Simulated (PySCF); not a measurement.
Ligands exchanged one at a time, B NH2-SH. Isolated molecules, 0 K electronic values unless said otherwise. One relaxed conformer stands for each flexible species; it need not be the lowest. Strings in code marks are SMILES.

The S1 excitation (TDA) from two functionals at the same geometries (PBE0-D4/def2-TZVP), both in PySCF: PBE-D3(BJ)/def2-TZVP and PBE0-D4/def2-TZVP. Excitations are Tamm–Dancoff values on a coarser integration grid. The basis has no diffuse functions, so Rydberg states are missing or too high.

```
species                    PBE-D3(BJ)/def2-TZVP (eV)  PBE0-D4/def2-TZVP (eV)
-------------------------  -------------------------  ----------------------
0 of 3 NH2 replaced by SH                       5.25                    6.08
1 of 3 NH2 replaced by SH                       5.27                    5.83
2 of 3 NH2 replaced by SH                       5.20                    5.79
3 of 3 NH2 replaced by SH                       4.84                    5.51
```

Over these rows, drawn at random from the members with no instability flagged (it was tested for open shells, ions and some series alone), PBE minus PBE0-D4: mean -0.66 eV, from -0.83 eV to -0.56 eV.
